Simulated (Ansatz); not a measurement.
**A geometry optimisation of BFH3InSi with PBE0-D3(BJ)/def2-SVP**

The starting geometry of this gas-phase singlet was optimised with GFN2-xTB.

```
atom    x (Å)    y (Å)    z (Å)
   B   0.0491   0.5375   0.0120
   F   0.4763   0.2378  -1.5231
  In  -0.0641  -1.9216  -2.2580
  Si  -0.7895  -1.2104   0.4561
   H  -1.3213  -1.2400   1.8711
   H   1.0778   0.7741   0.5564
   H  -0.6843   1.4700  -0.0677
```

Q: Predict what becomes of its bonds when it is optimised with PBE0-D3(BJ)/def2-SVP.

A: It rearranges to `FB[SiH2][In]`. Distances that change by over a tenth: F2–In3 (2.34 → 4.66 Å). Contacts that open: B1–H6 (1.19 → 2.94 Å). Contacts that close: B1–F2 (1.62 → 1.33 Å), In3–Si4 (2.90 → 2.79 Å), Si4–H6 (2.73 → 1.51 Å).

The energy falls by 1.39 eV over 36 steps:

```json
{"step": "1", "E − E(last) (eV)": "1.394"}
{"step": "5", "E − E(last) (eV)": "1.244"}
{"step": "9", "E − E(last) (eV)": "1.036"}
{"step": "13", "E − E(last) (eV)": "0.485"}
{"step": "17", "E − E(last) (eV)": "0.455"}
{"step": "20", "E − E(last) (eV)": "0.429"}
{"step": "24", "E − E(last) (eV)": "0.201"}
{"step": "28", "E − E(last) (eV)": "0.045"}
{"step": "32", "E − E(last) (eV)": "0.001"}
{"step": "36", "E − E(last) (eV)": "0.000"}
```

Final geometry (Å):

```yaml
atoms:
  - { symbol: B, position_ang: [-0.3526, 1.0360, -0.4190] }
  - { symbol: F, position_ang: [0.5727, 1.7082, -1.1005] }
  - { symbol: In, position_ang: [-0.5716, -2.7886, -1.5750] }
  - { symbol: Si, position_ang: [-0.0038, -0.7956, 0.2982] }
  - { symbol: H, position_ang: [-0.8743, -1.0612, 1.4962] }
  - { symbol: H, position_ang: [1.4273, -1.0054, 0.7149] }
  - { symbol: H, position_ang: [-1.4539, 1.5540, -0.3680] }
```

No frequencies were run, so the end isn't proven a minimum. Atoms past krypton carry core potentials, without spin–orbit terms. Run with Ansatz 0.2.0, 2.3 min on 1 thread of Arm Neoverse V2, with other jobs on the host.
